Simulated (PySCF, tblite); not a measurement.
C7H17P.
Cartesian coordinates in Å at the GFN2-xTB level; atoms count from 1:
```
atom  x, y, z in Å
C1     3.5914    0.5194   -0.4019
C2     2.4369   -0.2726    0.2004
C3     1.0881    0.2544   -0.2793
P4    -0.3287   -0.7946    0.3335
C5    -0.3714   -0.1676    2.0774
C6    -1.7375    0.2342   -0.3767
C7    -1.8586   -0.0346   -1.8741
C8    -3.0490   -0.1182    0.3188
H9     3.5790    0.4465   -1.4876
H10    4.5455    0.1401   -0.0427
H11    3.5153    1.5703   -0.1290
H12    2.4927   -0.2132    1.2895
H13    2.5289   -1.3252   -0.0779
H14    0.9486    1.2925    0.0390
H15    1.0688    0.2269   -1.3719
H16   -1.2065   -0.6229    2.6049
H17    0.5456   -0.4725    2.5777
H18   -0.4612    0.9179    2.1099
H19   -1.5135    1.2969   -0.2153
H20   -2.0502   -1.0915   -2.0505
H21   -2.6823    0.5395   -2.2970
H22   -0.9481    0.2407   -2.4016
H23   -3.2207   -1.1925    0.2756
H24   -3.0414    0.1882    1.3620
H25   -3.8826    0.3807   -0.1743
```

Method: PBE0/pcSseg-1 in PySCF (dipole) on a GFN2-xTB geometry, gas phase.

Masses are those of the commonest isotopes; rigid-rotor values at the optimised geometry. The values belong to one conformer with, in the numbering `[CH3:1][CH2:2][CH2:3][P:4]([CH3:5])[CH:6]([CH3:7])[CH3:8]`, C1–C2–C3–P4 175°, C2–C3–P4–C5 77°, C3–P4–C6–C7 77°.

(1) Give the principal moments of inertia and the rotational constants in MHz.

(2) Classify the top.

(3) What does the inertial defect say?

(4) List the rotational levels J(Ka,Kc) to J = 4 (K).

(5) Which lines would a microwave search look for?

(6) Estimate the classical rotational partition function at 10 K, 50 K and 200 K.

Answers

(1) Ia = 178.32, Ib = 579.51, Ic = 696.30 u·Å²; 505379 MHz·u·Å²/I gives A = 2834, B = 872.1, C = 725.8 MHz.

(2) An asymmetric top; Ray's κ = -0.861.

(3) Not planar: Δ = Ic − Ia − Ib = -61.53 u·Å². For a rigid frame Δ = −2 Σ m c², so Σ m c² = 30.77 u·Å² lies off the ab plane: 13.06 from hydrogen and 17.71 from heavier atoms. The atom farthest from that plane is 1.45 Å away.

(4) Above 0(0,0), as E/k:
J = 1: 1(0,1) 0.077, 1(1,1) 0.171, 1(1,0) 0.178
J = 2: 2(0,2) 0.230, 2(1,2) 0.317, 2(1,1) 0.338, 2(2,1) 0.621, 2(2,0) 0.621
J = 3: 3(0,3) 0.458, 3(1,3) 0.536, 3(1,2) 0.579, 3(2,2) 0.851, 3(2,1) 0.853, 3(3,1) 1.339, 3(3,0) 1.339
J = 4: 4(0,4) 0.761, 4(1,4) 0.828, 4(1,3) 0.899, 4(2,3) 1.157, 4(2,2) 1.163, 4(3,2) 1.647, 4(3,1) 1.647, 4(4,1) 2.330, 4(4,0) 2.330
Those of J = 1 are B + C, A + C and A + B.

(5) The dipole components are |μa| = 0.13 D, |μb| = 0.03 D, |μc| = 1.21 D. Intensities carry the squares of the components, which stand as 0.01 : 0.00 : 1.00 (a : b : c). Some lines, for components of 0.1 D or more:

```tsv
type	branch	J(Ka,Kc)	MHz	lower level (cm⁻¹)
a	Q	2(1,1) ← 2(1,2)	439	0.220
a	Q	3(1,2) ← 3(1,3)	877	0.373
a	R	1(0,1) ← 0(0,0)	1598	0.000
c	Q	3(1,3) ← 3(0,3)	1631	0.318
a	R	2(1,2) ← 1(1,1)	3049	0.119
a	R	2(0,2) ← 1(0,1)	3188	0.053
a	R	2(1,1) ← 1(1,0)	3342	0.124
c	R	1(1,0) ← 0(0,0)	3706	0.000
a	R	3(2,2) ← 2(2,1)	4794	0.431
c	Q	3(2,2) ← 3(1,2)	5672	0.402
c	R	2(2,0) ← 1(1,0)	9236	0.124
c	R	2(2,1) ← 1(1,1)	9374	0.119
c	R	3(2,2) ← 2(1,2)	11118	0.220
c	R	3(3,0) ← 2(2,0)	14966	0.432
c	R	3(3,1) ← 2(2,1)	14974	0.431
```

(6) Point group C1, symmetry number σ = 1; q = (√π/σ)·√((kT/h)³/(ABC)), k/h = 20836.6 MHz/K: 3980 at 10 K, 44500 at 50 K, 356000 at 200 K.

Its GFN2-xTB frequencies are all real (lowest 31 cm⁻¹). Constants of a rigid frame at the computed geometry: no zero-point averaging, no centrifugal distortion. A rigid rotor knows nothing of internal rotation, which can split or shift real lines.
